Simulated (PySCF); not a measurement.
**Relaxation of quintet OsH₂**

These are results of PySCF, UPBE0, basis Os def2-TZVP with ECP60, H def2-TZVP (scalar-relativistic core potentials, no spin–orbit coupling, density fitting), not measurements. A (50,194) grid was used.

A start displaced from a saddle point along its imaginary mode, of C2v symmetry, held to at least that symmetry:

Coordinates in bohr (charge 0 multiplicity 5):
```
Os    0.0000    0.0024    0.0000
H     0.0000   -0.2268    3.2676
H     0.0000   -0.2268   -3.2676
```

At each step, columns x, y, z (Å) and Fx, Fy, Fz (eV/Å):

```
step 0  E − E(last) = 33.80 kJ/mol
Os   0.000   0.001   0.000   0.000   0.946   0.000
H    0.000  -0.120   1.729   0.000  -0.473  -0.232
H    0.000  -0.120  -1.729   0.000  -0.473   0.232
step 1  E − E(last) = 14.86 kJ/mol
Os   0.000   0.125   0.000   0.000   0.702   0.000
H    0.000  -0.182   1.706   0.000  -0.351  -0.599
H    0.000  -0.182  -1.706   0.000  -0.351   0.599
step 2  E − E(last) = 6.30 kJ/mol
Os   0.000   0.214   0.000   0.000   0.040   0.000
H    0.000  -0.226   1.678   0.000  -0.020  -0.718
H    0.000  -0.226  -1.678   0.000  -0.020   0.718
step 3  E − E(last) = 1.96 kJ/mol
Os   0.000   0.268   0.000   0.000  -0.260   0.000
H    0.000  -0.253   1.634   0.000   0.130  -0.492
H    0.000  -0.253  -1.634   0.000   0.130   0.492
step 4  E − E(last) = 0.11 kJ/mol
Os   0.000   0.280   0.000   0.000  -0.115   0.000
H    0.000  -0.259   1.596   0.000   0.057  -0.106
H    0.000  -0.259  -1.596   0.000   0.057   0.106
step 5  E − E(last) = 0.00 kJ/mol
Os   0.000   0.275   0.000   0.000  -0.004   0.000
H    0.000  -0.257   1.590   0.000   0.002   0.006
H    0.000  -0.257  -1.590   0.000   0.002  -0.006
step 6  E − E(last) = 0.00 kJ/mol
Os   0.000   0.274   0.000   0.000  -0.001   0.000
H    0.000  -0.256   1.591   0.000   0.000   0.000
H    0.000  -0.256  -1.591   0.000   0.000   0.000
```

It ends at C2v with Os–H 1.677 Å (×2); H–Os–H 143.1°. No frequency check is given, so it may be a saddle point. Other isomers or separated fragments may lie lower.

Other spin states or occupations of the open shell can lie lower. At this level a triplet minimum of C2v symmetry lies 59 kJ/mol below this structure. No spin–orbit coupling is included, which matters more the heavier the element.
